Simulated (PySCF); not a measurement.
Al(F)2(SMe) (CH3AlF2S), SMILES C[S][Al]([F])[F].

Geometry optimised at B3LYP-D3(BJ)/def2-SVP. The structure was generated by enumeration; whether it is a known compound was not checked. Other conformers were not sampled.

Level of theory: CAM-B3LYP/def2-TZVP in PySCF.

Symmetry labels are those of the subgroup Cs that the program uses (full group Cs).

Computed valence orbital energies around the gap with their symmetry:
| orbital | symmetry | energy (eV) |
|---|---|---|
| HOMO−7 | A" | -13.93 |
| HOMO−6 | A" | -13.69 |
| HOMO−5 | A' | -13.52 |
| HOMO−4 | A" | -13.35 |
| HOMO−3 | A' | -13.09 |
| HOMO−2 | A' | -12.13 |
| HOMO−1 | A' | -10.29 |
| HOMO | A" | -8.98 |
| LUMO | A' | -0.15 |
| LUMO+1 | A" | 0.66 |
| LUMO+2 | A' | 0.94 |
| LUMO+3 | A' | 2.44 |
